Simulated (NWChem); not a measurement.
# Si₂H₃Br, singlet; SMILES [SiH3][Si]Br

```xyz
6

Si     0.9732    -0.3894    -0.6226
Br    -0.1630     0.9784     0.7795
Si    -0.4099    -2.3129    -0.1183
H      0.0099    -3.5311    -0.8826
H     -1.8360    -2.0039    -0.4585
H     -0.3178    -2.6158     1.3468
```
Atoms are numbered in this order, from 1.

Results from NWChem. Geometry optimised at PBE0/def2-SVP; all other runs use it. Low-valent species are run as closed-shell singlets; no triplet was tried in these runs. This build's default masses of Se (78.918 u) and Br (79.917 u) are each other's, which moves their modes by up to 0.6 %.

| quantity | level | value |
|---|---|---|
| cavity-dispersion-structure term (kcal/mol) in n-hexane | PBE0/def2-SVP, SMD | … |
| vertical ionisation energy, ΔSCF (eV) | PBE/def2-SVP | 8.30 |
| anisotropy (bohr³), static | PBE/def2-SVPD | … |
| vertical, lowest excitation, singlet (eV) | PBE/def2-SVPD, TDA | 1.79 |
| dipole (D) | PBE0/def2-SVP | … |
| highest harmonic frequency (cm⁻¹) | PBE0/def2-SVP | 2218 |

What belongs in the gaps?


- cavity-dispersion-structure term (kcal/mol) in n-hexane, value: -2.5
- anisotropy (bohr³), static, value: 39.5
- dipole (D), value: 0.77
